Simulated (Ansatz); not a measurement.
Reaction (ligand exchange at the Si–N bond): `F/C=N/[SiH3]` + PH₃ → `[SiH3]P` + `N=CF`

Isolated molecules relaxed with PBE0-D4/def2-TZVP in Ansatz; ΔE leaves out vibrations. CCSD(T)/CBS adds triple-zeta CCSD(T) − MP2 to the extrapolated MP2 energy (def2 sets, frozen cores). This one scheme is used for every species. DFT in def2-TZVPP. One conformer a species, not always the lowest.

```csv
level,ΔE (eV)
BLYP,0.31
HF/def2-TZVPP,0.43
HF/def2-QZVPP,0.44
MP2/def2-QZVPP,0.34
```

What does CCSD(T)/CBS give? (Estimate.)

Ansatz gave: +0.28 eV. The listed levels differ from it by 0.03, 0.15, 0.16, 0.06 eV.

Largest T1 diagnostic among the species: 0.014.

From BLYP to BHLYP (50 % exact exchange), in def2-TZVPP and without D4, ΔE moves by +0.06 eV. Leaving LDA and LC-ωPBE aside and taking each functional with its dispersion term where it has one, the values, not all of them listed here, spread over 0.19 eV, from PBE-D4 to CAM-B3LYP-D4. LDA lies +0.04 eV from PBE without D4.
